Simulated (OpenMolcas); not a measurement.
Rh5+ among 8 point charges of -1 e arranged as a cube (Oh).

```
Program             : OpenMolcas 26.06
Method              : CASSCF
Basis               : ANO-RCC-VDZP [6s5p3d1f]
Scalar Hamiltonian  : DKH2, point nucleus
Active space        : 4 electrons in 5 orbitals (4d)
State averaging     : 2S+1 = 5 even, 5 roots; 2S+1 = 3 even, 45 roots; 2S+1 = 1 even, 50 roots
Spin-orbit coupling : RASSI with atomic mean-field integrals over the reference wave functions
```

All point charges move together. At R = 2.14 Å |10Dq| is 1804 cm-1, and at R = 2.4 Å it is 1014 cm-1.

Question: A third run gives 2867 cm-1. What distance was it run at?

Answer: With a power law R^-n the two known points give n = -ln(1014 / 1804) / ln(2.4 / 2.14) = 5.02. Then R = 2.14 × (1804 / 2867)^(1/5.02) = 1.951 Å. The run was at 1.95 Å, so the estimate is off by +0.001 Å.

Without dynamic correlation the repulsion within the d shell is too large (B by tens of per cent), so at a given field states of lower spin stand too high. Point charges give a weaker field than real ligands, and real ions of this kind are as a rule low spin; the high spin found here belongs to the model. The ground term spreads over less than 5000 cm-1, several times less than with real ligands, so orbital moments are less quenched and χT lies further from the spin-only value than at real sites. An orbital triplet at a regular site is open to Jahn-Teller coupling, which can distort the site and quench the lowest spin-orbit gaps and is left out (holds for R = 1.95; R = 2.14). Spin-orbit coupling mixes the spin-free states strongly: the lowest level takes only 67 % from its leading state, 5T2 (holds for R = 2.4). This is an electrostatic model: the charges have no orbitals. No measured value stands beside these numbers.
